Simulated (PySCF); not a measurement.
2,3-dihydro-1,4-oxaselenine (C4H6OSe), SMILES [Se]1CCOC=C1.

The structure is a stationary point at B3LYP-D3(BJ)/def2-SVP. The values are those of a single conformer.

Method: PySCF 2.14.0 with TDDFT-CAM-B3LYP/def2-SVPD.

Vertical excitations. 

Task: Estimate the UV-visible absorptions. (Estimate from the structure and the level; the computed values follow.)

Result: 
| state | energy (eV) | λ (nm) | f | main pairs |
|---|---|---|---|---|
| S1 | 4.27 | 291 | 0.001 | HOMO→LUMO 81 % |
| S2 | 5.20 | 238 | 0.024 | HOMO→LUMO+1 79 % |
| S3 | 5.35 | 232 | 0.051 | HOMO→LUMO+2 76 % |
| S4 | 5.85 | 212 | 0.078 | HOMO→LUMO+3 84 % |
| S5 | 6.15 | 202 | 0.042 | HOMO→LUMO+4 58 %, HOMO→LUMO+5 20 % |
| S6 | 6.37 | 195 | 0.015 | HOMO→LUMO+5 69 %, HOMO→LUMO+4 18 % |
| S7 | 6.52 | 190 | 0.015 | HOMO→LUMO+6 60 %, HOMO−1→LUMO 13 % |
| S8 | 6.72 | 184 | 0.001 | HOMO−1→LUMO 67 %, HOMO→LUMO+6 10 % |
| S9 | 6.82 | 182 | 0.015 | HOMO→LUMO+7 75 % |
| S10 | 7.20 | 172 | 0.012 | HOMO→LUMO+8 74 % |
| T1 | 3.73 | 332 | 0 | HOMO→LUMO 45 %, HOMO→LUMO+4 12 %, HOMO→LUMO+2 11 %, HOMO→LUMO+3 9 % |
| T2 | 3.97 | 313 | 0 | HOMO→LUMO 31 %, HOMO→LUMO+2 22 %, HOMO→LUMO+3 16 %, HOMO→LUMO+5 12 % |
| T3 | 4.88 | 254 | 0 | HOMO→LUMO+1 63 %, HOMO→LUMO+6 11 % |
| T4 | 5.41 | 229 | 0 | HOMO→LUMO+2 43 %, HOMO→LUMO+1 18 %, HOMO→LUMO+3 15 %, HOMO→LUMO+6 12 % |
Triplets are in the Tamm–Dancoff approximation, which puts them higher than full response would, so one can lie above its singlet here.
